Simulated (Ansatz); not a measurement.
Harmonic frequencies (cm⁻¹) at PBE0-D4/def2-TZVP from Ansatz: 124, 208, 231, 329, 372, 421, 445, 765, 800, 810, 1018, 1056, 2708, 2712, 2722.

Each molecule was computed in one conformer, which needn't be the lowest.

(1) Which molecule is it?
A. `F[Si](F)(F)B(Cl)Cl`
B. `SB(S)S`
C. `CBS`
D. `CSB(F)F`

Results:

(1) B.
